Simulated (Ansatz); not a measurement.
**What each rung costs, and what it gives**

Saddle point of SiH$_{4}$ClOF, closed shell (SiH₃OF ([OH][SiH2][F]) + HCl → SiH₃ClO ([OH][SiH2][Cl]) + HF; bonds formed: Si1–Cl7, F2–H6; bonds broken: Si1–F2, H6–Cl7), PBE0-D4/def2-TZVP structure:

| atom | x (Å) | y (Å) | z (Å) |
| --- | --- | --- | --- |
| Si1 | -0.4540 | -0.3319 | -0.0283 |
| F2 | 1.1851 | -1.0857 | 0.7296 |
| H3 | -0.4104 | -0.9221 | -1.3758 |
| H4 | -1.1074 | -1.2341 | 0.9397 |
| O5 | -1.3459 | 1.0068 | 0.2372 |
| H6 | 1.7302 | -0.3270 | 0.2963 |
| Cl7 | 1.4401 | 1.0774 | -0.6213 |
| H8 | -1.0375 | 1.8165 | -0.1774 |

Barriers are electronic and count from the start structure reached by relaxing down the imaginary mode.

Ansatz 0.2.0; basis: as named in each row; cores frozen in the correlated methods. B3LYP uses VWN-RPA correlation. Extrapolation: Hartree–Fock as exp(−7.88 √X), correlation as X^−2.97.

Times are rough, for one single point on 4 threads of a shared host (Arm Neoverse V1).

The estimate by CCSD(T) at an estimated basis limit (MP2 extrapolated from triple and quadruple zeta, plus CCSD(T) − MP2 in triple zeta) is 161.8 kJ/mol.

| method | basis | time (s) | barrier (kJ/mol) | method less estimate |
| --- | --- | --- | --- | --- |
| HF | STO-3G | under 1 | 56.9 | -104.9 |
| PBE-D4 | STO-3G | under 1 | -74.4 | -236.2 |
| SPW92 | def2-SVP | under 1 | 85.2 | -76.6 |
| PBE-D4 | def2-SVP | under 1 | 112.5 | -49.3 |
| B3LYP-D4 | 6-31G | under 1 | 113.7 | -48.1 |
| PBE0-D4 | def2-SVP | under 1 | 129.3 | -32.4 |
| SPW92 | def2-TZVPP | under 1 | 99.4 | -62.4 |
| PBE-D4 | def2-TZVPP | 2 | 125.0 | -36.7 |
| BLYP-D4 | def2-TZVPP | 2 | 146.1 | -15.7 |
| CCSD(T) | def2-SVP | 2 | 171.6 | 9.8 |
| B3LYP-D4 | def2-TZVPP | 2 | 157.6 | -4.2 |
| BHLYP-D4 | def2-TZVPP | 2 | 176.4 | 14.6 |
| PBE0-D4 | def2-TZVPP | 2 | 141.7 | -20.1 |
| CAM-B3LYP-D4 | def2-TZVPP | 2 | 161.7 | 0.0 |
| r2SCAN-D4 | def2-TZVPP | 3 | 141.7 | -20.1 |
| RPA on PBE | def2-TZVPP | 3 | 167.1 | 5.3 |
| wB97M-V | def2-SVP | 4 | 135.5 | -26.3 |
| B2PLYP | def2-TZVPP | 4 | 162.3 | 0.5 |
| r2SCAN0-D4 | def2-TZVPP | 4 | 151.7 | -10.1 |
| PBE-QIDH | def2-TZVPP | 4 | 154.5 | -7.2 |
| wB97X-V | def2-TZVPP | 6 | 156.7 | -5.1 |
| wB97M-V | def2-TZVPP | 6 | 149.6 | -12.2 |
| B97M-V | def2-TZVPP | 7 | 160.7 | -1.1 |
| MP2 | def2-QZVPP | 17 | 156.1 | -5.7 |
| CCSD(T) | def2-TZVPP | 62 | 166.4 | 4.6 |

All methods are single points on the PBE0-D4 structures; a negative value means that the method puts the saddle structure below the start.

T1 diagnostic: at most 0.012.

Labels in which every atom is bracketed show which atoms are joined, not bond orders.
